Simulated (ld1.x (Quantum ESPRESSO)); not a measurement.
# Logarithmic derivatives: lithium, TM semilocal

```json
{
  "Element": "Li (Z = 3)",
  "Generator": "ld1.x (Quantum ESPRESSO) 7.5",
  "Type": "norm-conserving Troullier–Martins (semilocal form)",
  "Functional": "BP86",
  "Relativity": "scalar-relativistic",
  "Frozen core": "none",
  "Valence charge": "3",
  "Reference configuration": "1s2 2s1 2p0",
  "Partial waves": "1s (bound): rc 0.40 bohr; 2p (bound, empty): rc 4.20 bohr",
  "Local potential": "the p channel",
  "Core correction": "none"
}
```

Occupied shells without a wave of their own: 2s. They enter only through the test configuration that unscreens the potential.

The phase is arctan(r·u′/u) with u = r·R(r), unwrapped; energies in Ry, scanned from -6 to 5 Ry. A pole is an energy at which the radial function vanishes at the test radius. The pseudo phase is shifted by a multiple of π to meet the all-electron one at the reference energy, and phase errors are pseudo minus all-electron; the curves can meet again beyond the range given. Levels narrower than the energy grid can be missing from the lists of poles.

| channel | radius (bohr) | reference energy (Ry) | poles, all-electron | poles, pseudo | unbroken range about the reference energy with phases within 0.05 rad | phase error 1 Ry above the reference energy (rad) |
| --- | --- | --- | --- | --- | --- | --- |
| s | 4.57 | -3.83 | 0.06, 1.96, 4.95 | 0.06, 1.96, 4.96 | the whole range | +0.000 |
| p | 4.57 | -0.09 | 0.24, 1.81, 4.39 | 0.25, 2.06, 4.91 | below 0.6 | +0.667 |

Phases in the s channel:

```json
{"E (Ry)": "-6.00", "all-electron": "1.480", "pseudo": "1.480"}
{"E (Ry)": "-5.74", "all-electron": "1.477", "pseudo": "1.477"}
{"E (Ry)": "-5.48", "all-electron": "1.475", "pseudo": "1.475"}
{"E (Ry)": "-5.22", "all-electron": "1.473", "pseudo": "1.473"}
{"E (Ry)": "-4.96", "all-electron": "1.470", "pseudo": "1.470"}
{"E (Ry)": "-4.70", "all-electron": "1.467", "pseudo": "1.467"}
{"E (Ry)": "-4.44", "all-electron": "1.464", "pseudo": "1.464"}
{"E (Ry)": "-4.18", "all-electron": "1.460", "pseudo": "1.460"}
{"E (Ry)": "-3.92", "all-electron": "1.456", "pseudo": "1.456"}
{"E (Ry)": "-3.66", "all-electron": "1.452", "pseudo": "1.452"}
{"E (Ry)": "-3.40", "all-electron": "1.447", "pseudo": "1.447"}
{"E (Ry)": "-3.14", "all-electron": "1.442", "pseudo": "1.442"}
{"E (Ry)": "-2.88", "all-electron": "1.435", "pseudo": "1.435"}
{"E (Ry)": "-2.62", "all-electron": "1.428", "pseudo": "1.428"}
{"E (Ry)": "-2.36", "all-electron": "1.419", "pseudo": "1.419"}
{"E (Ry)": "-2.10", "all-electron": "1.409", "pseudo": "1.409"}
{"E (Ry)": "-1.84", "all-electron": "1.395", "pseudo": "1.395"}
{"E (Ry)": "-1.58", "all-electron": "1.378", "pseudo": "1.378"}
{"E (Ry)": "-1.32", "all-electron": "1.355", "pseudo": "1.355"}
{"E (Ry)": "-1.06", "all-electron": "1.319", "pseudo": "1.319"}
{"E (Ry)": "-0.80", "all-electron": "1.255", "pseudo": "1.255"}
{"E (Ry)": "-0.54", "all-electron": "1.093", "pseudo": "1.093"}
{"E (Ry)": "-0.28", "all-electron": "-0.105", "pseudo": "-0.104"}
{"E (Ry)": "-0.02", "all-electron": "-1.480", "pseudo": "-1.480"}
{"E (Ry)": "0.24", "all-electron": "-1.696", "pseudo": "-1.696"}
{"E (Ry)": "0.50", "all-electron": "-1.875", "pseudo": "-1.875"}
{"E (Ry)": "0.76", "all-electron": "-2.376", "pseudo": "-2.374"}
{"E (Ry)": "1.02", "all-electron": "-4.020", "pseudo": "-4.018"}
{"E (Ry)": "1.28", "all-electron": "-4.477", "pseudo": "-4.476"}
{"E (Ry)": "1.54", "all-electron": "-4.610", "pseudo": "-4.610"}
{"E (Ry)": "1.80", "all-electron": "-4.680", "pseudo": "-4.680"}
{"E (Ry)": "2.06", "all-electron": "-4.731", "pseudo": "-4.731"}
{"E (Ry)": "2.32", "all-electron": "-4.777", "pseudo": "-4.777"}
{"E (Ry)": "2.58", "all-electron": "-4.833", "pseudo": "-4.833"}
{"E (Ry)": "2.84", "all-electron": "-4.923", "pseudo": "-4.923"}
{"E (Ry)": "3.10", "all-electron": "-5.165", "pseudo": "-5.162"}
{"E (Ry)": "3.36", "all-electron": "-6.585", "pseudo": "-6.571"}
{"E (Ry)": "3.62", "all-electron": "-7.514", "pseudo": "-7.512"}
{"E (Ry)": "3.88", "all-electron": "-7.686", "pseudo": "-7.685"}
{"E (Ry)": "4.14", "all-electron": "-7.757", "pseudo": "-7.756"}
{"E (Ry)": "4.40", "all-electron": "-7.798", "pseudo": "-7.798"}
{"E (Ry)": "4.66", "all-electron": "-7.827", "pseudo": "-7.827"}
{"E (Ry)": "4.92", "all-electron": "-7.851", "pseudo": "-7.851"}
```
